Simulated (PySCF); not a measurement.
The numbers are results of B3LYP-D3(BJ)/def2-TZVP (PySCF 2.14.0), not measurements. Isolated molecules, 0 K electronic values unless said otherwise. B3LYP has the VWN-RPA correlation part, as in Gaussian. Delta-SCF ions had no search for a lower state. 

Reference species (SMILES): `C(#C)N=B` (neutral, multiplicity 1).

HOMO–LUMO gap: 6.14 eV
HOMO: -7.02 eV
vertical ionisation energy (Delta-SCF): 9.51 eV

Changed species: `C#CB=N`.

Q: Give the shifts of the HOMO–LUMO gap, HOMO and vertical ionisation energy (Delta-SCF).

A: the HOMO–LUMO gap rises by 0.72 eV, to 6.86 eV; the HOMO falls by 0.85 eV, to -7.87 eV; the vertical ionisation energy (Delta-SCF) rises by 0.80 eV, to 10.31 eV.
